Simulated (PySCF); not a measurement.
Compounds:

A. `Cl[C@H]1[C@H]2C=C[C@@H]1C=C2`
B. `C#C[Si@@H](P)O/C=C/C`
C. SMILES [SiH2]1[C@H](C)[SiH2][Si@H]1C(F)=C(F)F
D. SMILES P[SiH2]Cc1ccco1

Spectrum 1. 1H NMR (400 MHz, computed): δ 6.47 (m, 1H), 5.41 (m, 1H), 5.25 (m, 1H), 2.27 (d, 1H), 1.73 (d, 3H), 1.29 (m, 2H). 13C{1H} NMR (computed): δ 149.0 (CH), 110.9 (CH), 105.3 (CH), 90.5 (C), 15.5 (CH3).

Spectrum 2. 1H NMR (400 MHz, computed): δ 5.22 (m, 1H), 4.98 (m, 2H), 4.43 (m, 2H), 1.58 (m, 1H), 1.45 (m, 3H). 13C{1H} NMR (computed): δ 170.8 (C), 135.3 (C), 20.8 (CH3), 8.9 (CH).

Spectrum 3. 1H NMR (400 MHz, computed): δ 7.37 (m, 1H), 6.52 (m, 1H), 6.23 (m, 1H), 4.61 (m, 2H), 2.32 (m, 2H), 0.95 (m, 2H). 13C{1H} NMR (computed): δ 158.8 (C), 144.9 (CH), 118.3 (CH), 112.5 (CH), 14.6 (CH2).

Spectrum 4. 1H NMR (400 MHz, computed): δ 7.10 (m, 2H), 6.99 (m, 2H), 4.28 (m, 1H), 3.49 (m, 2H). 13C{1H} NMR (computed): δ 151.9 (CH), 150.4 (CH), 95.0 (CH), 60.8 (CH).

PySCF 2.14.0 with density-fitted response routines calculation with shielding tensors at PBE0/pcSseg-1 (GIAO) and GFN2-xTB geometry; no relativistic terms, no solvent model, one conformer, one averaged value for each set of equivalent atoms.

Chemical shifts δ = σref − σ; TMS for 1H and 13C, all at this level. Splittings of carbon signals by F and P are missing where no couplings were computed. Where no couplings were computed, multiplicities follow the n + 1 count of equivalent neighbours, and m marks all less simple cases (inequivalent or close neighbours, rings, F or P nearby). Shifts are as computed. Against solution values, carbons near 30 ppm lie about +3 ppm off and those near 130 ppm about +5 ppm; carbons on Cl a further +6 ppm. Of 1309 compounds with measured shifts, 239 miss one by over three times the rms of a fit or turn the order of signals round; such compounds aren't used in these exercises. Carbons bonded to Cl come out too deshielded.

Q: Match each spectrum to its structure.

A: 1–B, 2–C, 3–D, 4–A.

- Spectrum 1 (B): 5 13C signals; δC 149.0 is an alkene carbon bearing oxygen; δC 110.9 is a β carbon of an enol-ether or enamine type C=C.
- Spectrum 2 (C): 4 13C signals; δC 135.3 is a fully substituted alkene carbon; δC 20.8 is a methyl carbon.
- Spectrum 3 (D): 5 13C signals; δH 7.37 is the hydrogen on an aromatic CH next to the ring oxygen; δH 6.52 is the hydrogen on an aromatic CH.
- Spectrum 4 (A): 4 13C signals; δC 151.9 is an alkene CH; δC 150.4 is an alkene CH.
